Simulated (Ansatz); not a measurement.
Diatomic TaAl, multiplicity 5 (lowest of 2S+1 = 1, 3, 5, 7 at CCSD(T)/def2-TZVPP on PBE0 minima; our sources give no spin for the ground state, which may be another). No spin–orbit coupling. The T1 diagnostic near the minimum is 0.065, so single-reference values are doubtful.

Seven points along R, fitted to fifth degree in 1/R; most abundant isotopes. Runs in def2 and cc sets follow the lowest solution found near the PBE0 minimum.

Correlated levels freeze the inner cores; with def2 sets outer-core shells near the valence are correlated too.

The values were computed with Ansatz (a quantum-chemistry and plane-wave program) with Gaussian orbitals.  In def2 rows elements past Kr take small-core potentials, without spin–orbit coupling.

Energies at B2PLYP/def2-TZVPP:

```
R (Å)       E (hartree)
--------  -------------
2.448717  -299.03323755
2.514542  -299.03676232
2.575102  -299.03853474
2.643561  -299.03916324
2.712020  -299.03861773
2.791010  -299.03681407
2.883166  -299.03344198
```

### Question
With a reduced mass of 23.4803 u, find the minimum, the force constant and the constants.

### Answer
A fifth-degree polynomial in 1/R puts the minimum at r_e = 2.6435 Å with force constant 109 N/m. Then ω_e = (1/2πc)√(k/μ) = 281 cm⁻¹ and B_e = h/(8π²cμr_e²) = 0.1027 cm⁻¹; the cubic and quartic terms give α_e = 0.00041 and ω_e x_e = 0.42 cm⁻¹.
